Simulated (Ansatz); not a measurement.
Conformers of FH7N2SSi2 (`N[SiH2]S[SiH](N)F`), each relaxed with PBE0-D4/def2-TZVP in Ansatz. CBS adds the triple-zeta coupled-cluster correction to the MP2 limit.

Not all of them had a frequency check.

Conformer A:

```xyz
13

N    -0.476   -1.193   -1.534
Si    1.109   -0.884   -0.981
S     1.392   -0.744    1.166
Si   -0.286    0.449    1.609
N    -0.476    1.637    0.397
F    -1.664   -0.363    1.592
H    -1.155   -0.455   -1.418
H    -0.893   -2.091   -1.344
H     1.577    0.383   -1.589
H     1.988   -2.015   -1.359
H    -0.138    0.916    3.006
H    -1.307    2.209    0.380
H     0.329    2.151    0.073
```

Conformer B:

```xyz
13

N    -0.381    2.141   -2.283
Si   -0.595    0.712   -1.371
S     1.033    0.391    0.018
Si    0.041   -0.879    1.386
N     1.228   -1.722    2.242
F    -0.952   -1.809    0.531
H    -0.380    3.041   -1.830
H     0.237    2.136   -3.079
H    -0.650   -0.413   -2.331
H    -1.839    0.821   -0.573
H    -0.835   -0.185    2.352
H     1.046   -2.135    3.141
H     2.048   -2.100    1.797
```

Conformer C:

Cartesian coordinates in Å:
```
N -0.192 0.289 -2.392
Si -0.617 1.444 -1.209
S -1.236 0.663 0.707
Si 0.382 -0.664 1.011
N 0.402 -1.049 2.659
F 0.205 -1.953 0.072
H -0.832 -0.456 -2.623
H 0.760 -0.040 -2.430
H 0.571 2.311 -1.027
H -1.806 2.222 -1.628
H 1.683 -0.100 0.587
H 1.120 -1.627 3.062
H -0.438 -1.041 3.212
```

**Question.** Which is lowest in electronic energy at CCSD(T)/CBS (frozen core, def2 sets), and by how much? (Estimate.)

**Answer.** The calculation gave: A; B lies 2.6 kJ/mol higher, C lies 4.1 kJ/mol higher.

**Question.** Give the energies relative to A (kJ/mol) with PBE-D4/def2-TZVPP, ωB97M-V/def2-TZVPP, B3LYP/def2-TZVPP, MP2/def2-TZVPP, SCS-MP2/def2-TZVPP, CCSD/def2-TZVPP, MP2/CBS(def2). (An estimate is asked.)

**Answer.** Ansatz gave: 
```
             level     B    C
 PBE-D4/def2-TZVPP   5.5  4.7
ωB97M-V/def2-TZVPP   4.3  4.5
  B3LYP/def2-TZVPP  -1.2  0.9
    MP2/def2-TZVPP   4.4  4.8
SCS-MP2/def2-TZVPP   3.1  4.1
   CCSD/def2-TZVPP   2.9  4.1
     MP2/CBS(def2)   2.8  4.0
```

B3LYP here is the variant with VWN-RPA as its local correlation; programs differ in this.
